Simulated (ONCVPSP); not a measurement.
**What one change does to a pseudopotential (Cu, ONCV)**

```json
{
 "Element": "copper",
 "Generator": "ONCVPSP 4.0.1",
 "Type": "optimised norm-conserving Vanderbilt (ONCV)",
 "Functional": "PBE",
 "Relativity": "scalar-relativistic",
 "Frozen core": "[Ne]",
 "Valence charge": "19",
 "Reference configuration": "3s2 3p6 3d9 4s2",
 "Partial waves": "3s+4s: rc 1.30 bohr, ncon 3, nbas 6, qcut 10 1/bohr, 3 projectors, debl 1.2 Ha; 3p: rc 1.10 bohr, ncon 4, nbas 7, qcut 11.9 1/bohr, 2 projectors, debl 0.8 Ha; 3d: rc 1.10 bohr, ncon 4, nbas 9, qcut 15.2 1/bohr, 2 projectors, debl 0.6 Ha",
 "Local potential": "polynomial inside 1.05 bohr (lpopt 2, dvloc0 6 Ha)",
 "Core correction": "polynomial model core, fcfact 0.75"
}
```

In the p channel the program set the typed energies aside and used -2.841, 0.250 Ha.

All-electron outer shells of the reference configuration (PBE, scalar-relativistic, ld1.x):

```
shell  level (eV)  outermost node (bohr)  outermost maximum (bohr)
   2p     -922.70                      –                      0.16
   3s     -120.00                   0.29                      0.61
   3p      -77.31                   0.26                      0.62
   3d       -9.52                      –                      0.60
   4s       -5.81                   0.88                      2.16
```

Change: fully relativistic. In the p channel the program set the typed energies aside and used -2.809, 0.250 Ha (j = l + 1/2; the other j can differ).

Cutoffs: the cutoffs (Ha) at which the residual kinetic energy of the hardest occupied pseudo-wave falls to 1 and 0.1 mHa per electron; they do not see the model core or the augmentation charge, which bear on the density cutoff. Errors are all-electron minus pseudo energies relative to the spin-unpolarised reference configuration.

Q: How do hardness, ghosts and transferability respond?

A: The potential gets neither clearly harder nor softer (86 Ha and 97 Ha → 86 Ha and 97 Ha); of the 4 tests that both files solve, the error grows in 4 and shrinks in 0 by more than 15 % and 0.3 meV (median size 4.4 → 6.0 meV); neither file shows a bound ghost.

```tsv
quantity	base	changed
cutoff, loose	86 Ha	86 Ha
cutoff, tight	97 Ha	97 Ha
loose cutoff by channel	s 29 Ha, p 47 Ha, d 86 Ha	s 29 Ha, p 48 Ha, d 86 Ha
bound ghosts	none	none
GHOST(+) flags under 300 eV	none	none
error for 3s2 3p6 3d10 4s1, meV [ΔE -1.97 eV]	+1.3	+1.8
error for 3s2 3p6 3d10 4s0, meV [ΔE 6.18 eV]	+7.5	+8.9
error for 3s2 3p6 3d9 4s0, meV [ΔE 27.51 eV]	+0.2	+3.1
error for 3s2 3p6 3d7 4s0, meV [ΔE 126.24 eV]	+38	+53
s: phases at 1.32 bohr within 0.05 rad from the reference energy up to (Ha; the scan ends near 5)	to the end of the scan	to the end of the scan
rms error of d²Exc/dni dnj with the model core, mHa	1.89	6.00
```
